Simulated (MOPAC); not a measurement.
MOPAC input (PM3):

```
PM3 PRECISE GNORM=0.05 LET XYZ CHARGE=-1 GEO-OK AUX(PRECISION=9) THREADS=1
H3O3Si

O    -0.59554300 1    1.18168600 1   -0.84776300 1
Si   -0.05066300 1    0.21109700 1    0.24388100 1
O     1.57014400 1   -0.24286400 1    0.00757600 1
O    -0.91892800 1   -1.24558700 1    0.35843500 1
H    -0.02683000 1    0.65415100 1    1.67916600 1
H     1.82321000 1    0.09823000 1   -0.85624800 1
H    -1.53248100 1   -1.25361100 1   -0.38323100 1
```

Output:

```
 *******************************************************************************
 **                                                                           **
 **                              MOPAC v23.2.5                                **
 **                                                                           **
 *******************************************************************************
 ** MOPAC's Digital Object Identifier: https://doi.org/10.5281/zenodo.6511958 **
 **                                                                           **
 ** Please cite the open-source release paper for use of this MOPAC version:  **
 ** J. E. Moussa and J. J. P. Stewart (2026)                                  **
 ** MOPAC: An open-source semiempirical molecular orbital program             **
 ** J. Open Source Softw., 11(119), 8025, https://doi.org/10.21105/joss.08025 **
 *******************************************************************************

                              PM3 CALCULATION RESULTS

 *******************************************************************************
 *  PM3        - The PM3 Hamiltonian to be used
 *  GEO-OK     - OVERRIDE INTERATOMIC DISTANCE AND OTHER SAFETY CHECKS
 *
 *
 *
 *                 CHARGE ON SYSTEM = -1
 *
 *
 *
 *  LET        - OVERRIDE SOME SAFETY CHECKS
 *  PRECISE    - TIGHTER CRITERIA TO BE USED
 *  XYZ        - CARTESIAN COORDINATE SYSTEM TO BE USED
 *  GNORM      - EXIT WHEN GRADIENT NORM DROPS BELOW 0.050
 *  AUX        - OUTPUT AUXILIARY INFORMATION
 *******************************************************************************
PM3 PRECISE GNORM=0.05 LET XYZ CHARGE=-1 GEO-OK AUX(PRECISION=9) THREADS=1
 H3O3Si

   ATOM   CHEMICAL          X               Y               Z
  NUMBER   SYMBOL      (ANGSTROMS)     (ANGSTROMS)     (ANGSTROMS)

     1       O         -0.59554300  *   1.18168600  *  -0.84776300  *
     2      Si         -0.05066300  *   0.21109700  *   0.24388100  *
     3       O          1.57014400  *  -0.24286400  *   0.00757600  *
     4       O         -0.91892800  *  -1.24558700  *   0.35843500  *
     5       H         -0.02683000  *   0.65415100  *   1.67916600  *
     6       H          1.82321000  *   0.09823000  *  -0.85624800  *
     7       H         -1.53248100  *  -1.25361100  *  -0.38323100  *

          CARTESIAN COORDINATES

    NO.       ATOM           X           Y           Z

     1         O         -0.5955      1.1817     -0.8478
     2        Si         -0.0507      0.2111      0.2439
     3         O          1.5701     -0.2429      0.0076
     4         O         -0.9189     -1.2456      0.3584
     5         H         -0.0268      0.6542      1.6792
     6         H          1.8232      0.0982     -0.8562
     7         H         -1.5325     -1.2536     -0.3832

  H: (PM3): J. J. P. STEWART, J. COMP. CHEM. 10, 209 (1989).
  O: (PM3): J. J. P. STEWART, J. COMP. CHEM. 10, 209 (1989).
 Si: (PM3): J. J. P. STEWART, J. COMP. CHEM. 10, 209 (1989).

           Empirical Formula: H3 O3 Si  =     7 atoms

      MOLECULAR POINT GROUP   :   Cs

      RHF CALCULATION, NO. OF DOUBLY OCCUPIED LEVELS = 13

          Geometry optimization using EF

          DIAGONAL MATRIX USED AS START HESSIAN

 CYCLE:     1  GRAD.:    88.163 HEAT: -218.0732
 CYCLE:     2  GRAD.:   292.611 HEAT: -203.2200
 CYCLE:     3  GRAD.:   181.485 HEAT: -209.5469
 CYCLE:     4  GRAD.:   176.605 HEAT: -213.7701
 CYCLE:     5  GRAD.:   214.841 HEAT: -207.1863
 CYCLE:     6  GRAD.:   125.710 HEAT: -216.8673
 CYCLE:     7  GRAD.:    71.197 HEAT: -219.9089
 CYCLE:     8  GRAD.:    27.993 HEAT: -221.7081
 CYCLE:     9  GRAD.:    26.930 HEAT: -221.9319
 CYCLE:    10  GRAD.:     4.512 HEAT: -222.1744
 CYCLE:    11  GRAD.:    24.744 HEAT: -222.1211
 CYCLE:    12  GRAD.:    12.881 HEAT: -222.3468
 CYCLE:    13  GRAD.:    13.290 HEAT: -222.4870
 CYCLE:    14  GRAD.:    43.447 HEAT: -222.2450
 CYCLE:    15  GRAD.:    10.027 HEAT: -222.7619
 CYCLE:    16  GRAD.:     2.776 HEAT: -222.8138
 CYCLE:    17  GRAD.:    27.693 HEAT: -222.6946
 CYCLE:    18  GRAD.:     2.297 HEAT: -222.8494
 CYCLE:    19  GRAD.:     0.753 HEAT: -222.8577
 CYCLE:    20  GRAD.:     1.917 HEAT: -222.8620
 CYCLE:    21  GRAD.:     0.864 HEAT: -222.8630
 CYCLE:    22  GRAD.:     1.166 HEAT: -222.8632
 CYCLE:    23  GRAD.:     0.489 HEAT: -222.8637
 CYCLE:    24  GRAD.:     0.307 HEAT: -222.8640
 CYCLE:    25  GRAD.:     0.184 HEAT: -222.8640
 CYCLE:    26  GRAD.:     0.406 HEAT: -222.8641
 CYCLE:    27  GRAD.:     0.725 HEAT: -222.8639
 CYCLE:    28  GRAD.:     7.055 HEAT: -222.8370
 CYCLE:    29  GRAD.:     0.366 HEAT: -222.8641
 CYCLE:    30  GRAD.:     0.235 HEAT: -222.8642
 CYCLE:    31  GRAD.:     0.296 HEAT: -222.8643
 CYCLE:    32  GRAD.:     0.185 HEAT: -222.8644
 CYCLE:    33  GRAD.:     0.422 HEAT: -222.8644
 CYCLE:    34  GRAD.:     0.370 HEAT: -222.8645
 CYCLE:    35  GRAD.:     0.179 HEAT: -222.8645
 CYCLE:    36  GRAD.:     0.141 HEAT: -222.8645
 CYCLE:    37  GRAD.:     0.081 HEAT: -222.8646
 CYCLE:    38  GRAD.:     0.046 HEAT: -222.8645

     GRADIENT =  0.04583 IS LESS THAN CUTOFF =  0.05000

 -------------------------------------------------------------------------------
 PM3 PRECISE GNORM=0.05 LET XYZ CHARGE=-1 GEO-OK AUX(PRECISION=9) THREADS=1
 H3O3Si

     GEOMETRY OPTIMISED USING EIGENVECTOR FOLLOWING (EF).
     SCF FIELD WAS ACHIEVED

                              PM3 CALCULATION
                                                       MOPAC v23.2.5 Linux

          FINAL HEAT OF FORMATION =       -222.86453 KCAL/MOL =    -932.46521 KJ/MOL

          COSMO AREA              =        100.12 SQUARE ANGSTROMS
          COSMO VOLUME            =         86.10 CUBIC ANGSTROMS

          GRADIENT NORM           =          0.04583          =       0.01732 PER ATOM
          IONIZATION POTENTIAL    =          3.358875 EV
          HOMO LUMO ENERGIES (EV) =         -3.359  6.626
          NO. OF FILLED LEVELS    =         13
          MOLECULAR WEIGHT        =         79.1074         POINT GROUP:  Cs

          MOLECULAR DIMENSIONS (Angstroms)

            Atom       Atom       Distance
            H     7    H     5     3.37941
            H     6    O     4     3.02743
            O     1    O     3     2.54911

          SCF CALCULATIONS        =         39

   ATOM   CHEMICAL          X               Y               Z
  NUMBER   SYMBOL      (ANGSTROMS)     (ANGSTROMS)     (ANGSTROMS)

     1       O         -0.61957682  *   1.24014413  *  -0.85198439  *
     2      Si         -0.06408785  *   0.26461998  *   0.30199801  *
     3       O          1.55771030  *  -0.24240317  *  -0.01332240  *
     4       O         -0.91567965  *  -1.23884654  *   0.33540850  *
     5       H         -0.02596325  *   0.68521720  *   1.77536550  *
     6       H          1.75445687  *  -0.25738871  *  -0.93789688  *
     7       H         -1.26137556  *  -1.47319520  *  -0.51274237  *

                             CARTESIAN COORDINATES

   1    O       -0.619576819     1.240144126    -0.851984390
   2   Si       -0.064087851     0.264619979     0.301998011
   3    O        1.557710300    -0.242403168    -0.013322402
   4    O       -0.915679650    -1.238846536     0.335408505
   5    H       -0.025963255     0.685217197     1.775365503
   6    H        1.754456870    -0.257388714    -0.937896876
   7    H       -1.261375556    -1.473195202    -0.512742369

           Empirical Formula: H3 O3 Si  =     7 atoms

      MOLECULAR POINT GROUP   :   Cs

                  EIGENVALUES
 -30.03098 -29.51554 -25.19842 -11.98802 -10.34744  -9.00758  -8.13511  -7.62719
  -5.83772  -5.72978  -4.77201  -3.61017  -3.35888   6.62589   7.27357   7.64049
   9.17593  10.92814  10.99530

              NET ATOMIC CHARGES AND DIPOLE CONTRIBUTIONS

  ATOM NO.   TYPE          CHARGE      No. of ELECS.   s-Pop       p-Pop
    1          O          -0.780596        6.7806     1.88331     4.89729
    2         Si           0.682950        3.3170     0.98466     2.33239
    3          O          -0.535432        6.5354     1.78368     4.75175
    4          O          -0.535406        6.5354     1.78368     4.75173
    5          H          -0.144324        1.1443     1.14432
    6          H           0.156414        0.8436     0.84359
    7          H           0.156394        0.8436     0.84361
 DIPOLE           X         Y         Z       TOTAL
 POINT-CHG.     0.791    -1.594     1.056     2.070
 HYBRID         0.083    -0.509    -0.865     1.007
 SUM            0.875    -2.103     0.192     2.286

          ATOMIC ORBITAL ELECTRON POPULATIONS

     Atom    s        px        py        pz
    1  O   1.88331   1.73701   1.66583   1.49445
    2 Si   0.98466   0.71827   0.75055   0.86357
    3  O   1.78368   1.55806   1.90977   1.28392
    4  O   1.78368   1.76730   1.60473   1.37969
    5  H   1.14432
    6  H   0.84359
    7  H   0.84361

 **********************
 *                    *
 * JOB ENDED NORMALLY *
 *                    *
 **********************

 == MOPAC DONE ==
```

The dipole moment of an ion depends on the origin.

The geometry given is a B3LYP-D3(BJ)/def2-TZVP minimum.
